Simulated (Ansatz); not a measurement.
```yaml
crystal:
  periodic: [false, false, false]
  atoms:
    - {symbol: Sn, position_ang: [-2.231119, -0.044417, -0.207704]}
    - {symbol: O, position_ang: [-0.379413, -0.010376, -0.855208]}
    - {symbol: Ga, position_ang: [1.151130, 0.021672, 0.035769]}
    - {symbol: Te, position_ang: [3.283534, 0.063545, -1.302006]}
    - {symbol: Te, position_ang: [1.091444, 0.021685, 2.567267]}
    - {symbol: H, position_ang: [-2.165108, -0.029804, 1.503298]}
    - {symbol: H, position_ang: [-2.917956, -1.482751, -0.809106]}
    - {symbol: H, position_ang: [-2.977482, 1.354247, -0.831189]}
    - {symbol: H, position_ang: [2.396000, 0.048755, -2.701727]}
    - {symbol: H, position_ang: [2.748960, 0.057435, 2.600606]}
basis:
  gaussian: {orbitals: STO-3G}
hamiltonian: {xc: {name: B2GP-PLYP}}
accuracy: high
```

```sh
$ ansatz run in.yaml --threads 2 --pin off --events-out ev --progress --plain --max-ram 20480MiB --backend cpu
```

Shortened log:

```
Functional definition: B2GP-PLYP
1788 factors; integrals over basis functions are off by at most 2.1e-8 eV
mean field evaluation 1: about -572394.7739 eV, gradient 2.5e2 eV
mean field evaluation 2: about -572394.8888 eV, gradient 2.5e2 eV
mean field evaluation 4: about -572372.9759 eV, gradient 2.4e2 eV
mean field evaluation 8: about -572548.0461 eV, gradient 2.4e0 eV
mean field evaluation 16: about -572548.0856 eV, gradient 2.2e-3 eV
mean field -572548.08558210 eV, -21040.7540581109 hartree, gradient 7.0e-8 eV, S^2 0.000000; 2 other end points of the search recorded, 0 dependent functions left out; unrestricted orbitals would lower it
64 core orbitals not correlated: weight in the atoms' cores, before any rotation towards them, 1.000 or more for the frozen orbitals, at most 0.000 for the correlated occupied ones
reference -572548.08560403 eV, -21040.7540589170 hartree; 35, 35 occupied and 10, 10 virtual orbitals, 1788 factors
second order -7.19587882 eV of doubles, -0.00000000 eV of singles
Total energy: -572550.67612040 eV, -21040.8492586378 hartree
```

Hardware: 2 threads of an AMD EPYC 7R13 on a shared host. Wall time 29 s, peak host memory 1.1 GiB.
